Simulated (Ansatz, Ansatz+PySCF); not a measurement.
Two shapes of singlet Li6.

Shape 1:

```xyz
6

Li    2.6000    0.0000    0.0000
Li    1.3000    2.2517    0.0000
Li   -1.3000    2.2517    0.0000
Li   -2.6000    0.0000    0.0000
Li   -1.3000   -2.2517    0.0000
Li    1.3000   -2.2517    0.0000
```

Shape 2:

```xyz
6

Li    2.3400    0.0000    0.0000
Li    1.1700    2.0265    0.0000
Li   -1.1700    2.0265    0.0000
Li   -2.3400    0.0000    0.0000
Li   -1.1700   -2.0265    0.0000
Li    1.1700   -2.0265    0.0000
```

Basis set: 6-31G (spherical functions). All electrons are correlated. Charge 0, multiplicity 1.

Computed with Ansatz (development build ahead of 0.2.0); each method stands on the lowest determinant of its kind that the runs found.

**Question.** Which shape is lower in energy, and by how much in each method?

**Answer.**

```json
{"method": "RHF", "E(2) − E(1) (eV)": "1.312"}
{"method": "RHF-MP2", "E(2) − E(1) (eV)": "1.192"}
```

Shape 1 is lower. Caution: no unrestricted run beside it, a lower state can exist.
